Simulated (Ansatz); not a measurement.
`BB` + `[CH3][Al]([CH3])[NH2]` → `B[NH][Al]([CH3])[CH3]` + BH₃  (cleavage of the B–B bond)

Program: Ansatz. Geometries: PBE0-D4/def2-TZVP. ΔE: electronic, gas phase. CCSD(T)/CBS adds triple-zeta CCSD(T) − MP2 to the extrapolated MP2 energy (def2 sets, frozen cores). This one scheme is used for every species. Functionals use def2-TZVPP. B3LYP here is the variant with VWN-RPA as its local correlation; programs differ in this. One conformer a species, not always the lowest.

Q: Is it downhill or uphill in electronic energy at CCSD(T)/CBS, and by how much? (An estimate is asked.)

A: Computed: Downhill: ΔE = -132.1 kJ/mol.

Q: What do these levels give: PBE-D4, r2SCAN-D4, PBE0-D4, B3LYP-D4, PBE, r2SCAN, B3LYP, MP2/def2-TZVPP, SCS-MP2/def2-TZVPP, CCSD/def2-TZVPP, CCSD(T)/def2-TZVPP, MP2/CBS(def2)? (Estimate.)

A: Computed: PBE-D4 -117.2, r2SCAN-D4 -121.4, PBE0-D4 -123.2, B3LYP-D4 -128.6, PBE -114.4, r2SCAN -120.5, B3LYP -124.2, MP2/def2-TZVPP -143.1, SCS-MP2/def2-TZVPP -142.3, CCSD/def2-TZVPP -134.2, CCSD(T)/def2-TZVPP -136.2, MP2/CBS(def2) -138.9 kJ/mol.

Largest T1 diagnostic among the species: 0.012.

From PBE to PBE0 (25 % exact exchange), in def2-TZVPP and without D4, ΔE moves by −6.3 kJ/mol. The D4 term adds −4.4 kJ/mol with B3LYP and −2.5 kJ/mol with PBE0; it sums over pairs of atoms, weighted by their polarisabilities, and B3LYP, whose exchange is more repulsive, gets the larger term.
